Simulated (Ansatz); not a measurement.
Consider the substitution at a C–Si bond: `C=C([SiH3])SC` + H–F → `C=C(F)SC` + SiH₄.

Gas-phase electronic energies from Ansatz, PBE0-D4/def2-TZVP geometries. CCSD(T)/CBS adds triple-zeta CCSD(T) − MP2 to the extrapolated MP2 energy (def2 sets, frozen cores). This one scheme is used for every species. Functionals use def2-TZVPP. B3LYP here is the variant with VWN-RPA as its local correlation; programs differ in this. One conformer a species, not always the lowest.

CCSD(T)/CBS gives +78.5 kJ/mol.

**Question.** Another level gave +54.3 kJ/mol. Which?
A. r2SCAN/def2-TZVPP
B. B3LYP/def2-TZVPP
C. B2PLYP/def2-TZVPP
D. PBE0-D4/def2-TZVPP

**Answer.** A. r2SCAN 54.3, B2PLYP 58.9, B3LYP 45.4, PBE0-D4 65.4 kJ/mol.

Largest T1 diagnostic among the species: 0.012.

From PBE to PBE0 (25 % exact exchange), in def2-TZVPP and without D4, ΔE moves by +6.4 kJ/mol. In def2-TZVPP, CCSD(T) changes the Hartree–Fock value by +26.8 kJ/mol (the triples alone add +3.0 kJ/mol) and MP2 by +39.9 kJ/mol.
